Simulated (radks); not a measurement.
Task: The mean radii <r> (bohr) of the occupied orbitals of an atom or ion are listed with their occupations. Method: Dirac Kohn-Sham, PBE, spin-unpolarised, spherical densities, point nucleus; computed with a radial shooting solver on a logarithmic mesh with Libxc functionals.

| orbital | occ. | <r> |
|---|---|---|
| 1s1/2 | 2 | 0.02190 |
| 2s1/2 | 2 | 0.09275 |
| 2p1/2 | 2 | 0.07746 |
| 2p3/2 | 4 | 0.08431 |
| 3s1/2 | 2 | 0.2438 |
| 3p1/2 | 2 | 0.2334 |
| 3p3/2 | 4 | 0.2464 |
| 3d3/2 | 4 | 0.2185 |
| 3d5/2 | 6 | 0.2225 |
| 4s1/2 | 2 | 0.5407 |
| 4p1/2 | 2 | 0.5489 |
| 4p3/2 | 4 | 0.5744 |
| 4d3/2 | 4 | 0.5925 |
| 4d5/2 | 6 | 0.6004 |
| 4f5/2 | 0.857143 | 0.6276 |
| 4f7/2 | 1.14286 | 0.6310 |

Name the element and its charge. Open shells, if any, are shared by 2j + 1.

Result: Z = 64, gadolinium, charge +16: Gd16+ in [Kr] 4d10 4f2. The 1s radius gives Z: for a bare nucleus <r> = (2 gamma + 1)/(2Z) with gamma = sqrt(1 - (Z/c)^2), 0.02163 bohr for Z = 64, and screening makes it slightly larger (0.02190 here). The occupations add up to 48, and the charge is Z minus that.
